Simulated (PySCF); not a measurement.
Run record: excited-state job, `[AsH2][Si@H](O[SiH3])[SiH3]`.

Method: TDDFT PBE0/def2-SVPD, vertical, gas phase, core orbitals frozen in the response (PySCF 2.14.0, density-fitted response routines). Geometry: GFN2-xTB. A driver script takes a list of jobs; this job's settings line and coordinates (Å) are shown.

Command:
```bash
OMP_NUM_THREADS=1 python probes_run.py task.json out
```

Input:
```
{"job": {"kind": "uv", "xc": "PBE0", "basis": "def2-SVPD", "nstates": 8, "ntriplets": 3}, "charge": 0, "multiplicity": 1}
Si     2.559230    -0.472687     0.491799
O      1.171751     0.229586     0.064424
Si    -0.376236     0.078500    -0.462054
Si    -1.545803     1.667582     0.761034
As    -0.986955    -2.174841    -0.284511
H      3.059549     0.363765     1.578426
H      3.420445    -0.475658    -0.688732
H      2.265057    -1.842265     0.934819
H     -0.266939     0.401651    -1.903733
H     -1.356859     1.539813     2.213573
H     -1.235011     3.063083     0.433803
H     -2.988539     1.503202     0.528751
H     -2.423297    -1.847920    -0.592166
H     -1.297072    -2.034286     1.182425
```

Question: Estimate the output.

Answer: 
```
coarse grid: 54000 points
cycle   1  E = -3183.6241624768  dE = -5.431e-01  |g| = 7.346e-01  |ddm| = 4.612e+00
cycle   2  E = -3183.3825055762  dE =  2.417e-01  |g| = 1.310e+00  |ddm| = 2.043e+00
cycle   3  E = -3183.7233939262  dE = -3.409e-01  |g| = 8.339e-02  |ddm| = 1.387e+00
cycle   4  E = -3183.7248551594  dE = -1.461e-03  |g| = 2.914e-02  |ddm| = 2.068e-01
cycle   5  E = -3183.7251392240  dE = -2.841e-04  |g| = 1.013e-02  |ddm| = 7.634e-02
cycle   6  E = -3183.7251703014  dE = -3.108e-05  |g| = 1.032e-03  |ddm| = 2.098e-02
cycle   7  E = -3183.7251704583  dE = -1.569e-07  |g| = 3.425e-04  |ddm| = 2.826e-03
final grid: 108408 points
cycle   8  E = -3183.7251494305  dE = -6.185e-08  |g| = 3.843e-04  |ddm| = 6.875e-03
cycle   9  E = -3183.7251494228  dE =  7.620e-09  |g| = 4.563e-04  |ddm| = 1.367e-03
cycle  10  E = -3183.7251494581  dE = -3.526e-08  |g| = 6.459e-05  |ddm| = 6.829e-04
cycle  11  E = -3183.7251494589  dE = -8.386e-10  |g| = 8.830e-06  |ddm| = 8.447e-05
converged SCF energy = -3183.7251494589

Static polarisability (au): isotropic 120.025, principal 101.534 119.585 138.957

Singlet excitations
state   eV       nm        f      main configurations
  1   5.5380    223.9   0.04141   H->L 0.88
  2   6.1107    202.9   0.05079   H->L+2 0.57, H->L+1 0.40
  3   6.2124    199.6   0.12185   H-1->L 0.61, H->L+1 0.21, H->L+2 0.10
  4   6.3459    195.4   0.16810   H-1->L 0.29, H->L+3 0.26, H->L+2 0.17
  5   6.3800    194.3   0.07485   H->L+3 0.69, H->L+1 0.09
  6   6.8800    180.2   0.05041   H-1->L+1 0.68, H-2->L 0.24
  7   6.9676    177.9   0.10229   H-2->L 0.60, H-1->L+1 0.16
  8   7.0324    176.3   0.05170   H->L+4 0.62, H-1->L+2 0.11, H-2->L 0.10

Triplet excitations (Tamm-Dancoff, eV): 4.8451 5.3945 5.5195
```

The SCF starts on a coarse grid where the log names one; the energy can jump when the final grid takes over, and dE then counts from the start density on the new grid. H and L stand for HOMO and LUMO; the number after each pair is its weight.

Question: Which computed singlet has the largest oscillator strength, and what do all of them sum to?

Answer: State 4 at 6.35 eV (195 nm), f = 0.168; the 8 states sum to 0.661.

Summary of the converged run: HOMO -7.35 eV, LUMO -0.71 eV; lowest singlet 5.54 eV; lowest triplet 4.85 eV (Tamm–Dancoff); mean polarisability 120.0 au.

 Relativistic effects, spin–orbit coupling among them, are left out although an element past zinc is present.

Question: How long does this job take on an Arm Neoverse N1 with one thread, shared host with 32 logical CPUs at a one-minute load of 24? And the peak memory of the process?

Answer: About 67 s (density and orbital grids were written too), with 0.83 GiB resident at the peak, the Python interpreter and its libraries included.

One conformer stands for the species.
Labels such as C1 count atoms from 1, the log's own numbers from 0.
